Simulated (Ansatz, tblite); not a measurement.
Forces on Au20⁻ (started as a model of: Au20 flat piece) at its PBE-D4/def2-SVP geometry. Charge -1, multiplicity 2.

In the def2 sets Au takes a core potential; there is no spin–orbit coupling. The xTB rows come from tblite. Single mean-field runs in def2-TZVP are fitted with def2-universal-jkfit. Another isomer (doublet) lies 2.77 eV lower at PBE0-D4/def2-TZVP; other spin states weren't run for this one.

GFN1-xTB (tblite), largest force 0.28 eV/Å:

```xyz
20
positions Å, forces eV/Å
Au    4.431    4.694    1.390   -0.142   -0.242   -0.027
Au    2.210    3.465    0.481    0.181    0.050    0.083
Au    0.143    4.666   -0.811   -0.002   -0.097    0.018
Au   -2.006    3.226   -1.642   -0.180    0.026   -0.098
Au   -4.160    4.206   -2.933    0.128   -0.228    0.108
Au    4.328    2.057    1.837   -0.001    0.107   -0.020
Au    2.134    0.671    0.972   -0.021   -0.109    0.010
Au    0.059    1.913   -0.333    0.005    0.227   -0.040
Au   -2.100    0.429   -1.163    0.013   -0.102    0.027
Au   -4.218    1.571   -2.466    0.011    0.108   -0.015
Au    4.292   -0.559    2.316    0.021    0.064   -0.002
Au    2.054   -2.014    1.439    0.080   -0.170    0.073
Au   -0.024   -0.801    0.139    0.003    0.081   -0.015
Au   -2.185   -2.256   -0.698   -0.090   -0.179   -0.012
Au   -4.342   -1.051   -2.034   -0.019    0.062   -0.022
Au    4.198   -3.245    2.777   -0.137    0.138   -0.097
Au    2.005   -4.690    1.920    0.089    0.059    0.034
Au   -0.109   -3.611    0.625   -0.002    0.001    0.000
Au   -2.299   -4.934   -0.251   -0.085    0.047   -0.053
Au   -4.413   -3.736   -1.565    0.148    0.156    0.047
```

PBE-D4/def2-TZVP (Ansatz), largest force 0.26 eV/Å:

```
Au -0.116 -0.207 -0.020
Au -0.016 -0.087 0.007
Au -0.007 -0.256 0.045
Au 0.010 -0.089 0.022
Au 0.104 -0.196 0.090
Au -0.168 -0.010 -0.084
Au 0.002 -0.011 0.003
Au -0.002 0.002 0.000
Au -0.004 -0.006 0.001
Au 0.172 0.009 0.087
Au -0.178 0.000 -0.092
Au 0.008 -0.012 0.006
Au 0.001 0.004 -0.002
Au -0.008 -0.012 -0.002
Au 0.177 0.019 0.086
Au -0.179 0.115 -0.114
Au -0.007 0.256 -0.053
Au 0.000 0.089 -0.014
Au 0.024 0.254 -0.036
Au 0.188 0.137 0.071
```
